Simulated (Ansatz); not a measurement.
`C[O][SnH2][CH]=N` + CH₃NH₂ → `C[NH][SnH2][O]C` + `C=N`  (ligand exchange at the Sn–C bond)

Program: Ansatz. Geometries: PBE0-D4/def2-TZVP. ΔE: electronic, gas phase. CBS: MP2 limit from def2 TZ/QZ plus the TZ coupled-cluster correction, frozen cores. This one scheme is used for every species. Functionals use def2-TZVPP. B3LYP here is the variant with VWN-RPA as its local correlation; programs differ in this. Elements past krypton have def2 core potentials. For Sn outer-core shells are correlated without core-valence functions, which leaves a few kJ/mol of doubt a bond. One conformer a species, not always the lowest.

CCSD(T)/CBS gives -21.2 kJ/mol.

(1) Another level gave -13.3 kJ/mol. Which?
A. SCS-MP2/def2-TZVPP
B. ωB97M-V/def2-TZVPP
C. B3LYP/def2-TZVPP
D. PBE/def2-TZVPP

Largest T1 diagnostic among the species: 0.014.

Answers

(1) C. B3LYP -13.3, ωB97M-V -17.5, SCS-MP2/def2-TZVPP -23.2, PBE -7.7 kJ/mol.

From PBE to PBE0 (25 % exact exchange), in def2-TZVPP and without D4, ΔE moves by −3.6 kJ/mol. In def2-TZVPP, CCSD(T) changes the Hartree–Fock value by +6.3 kJ/mol (the triples alone add +1.1 kJ/mol) and MP2 by +4.2 kJ/mol.
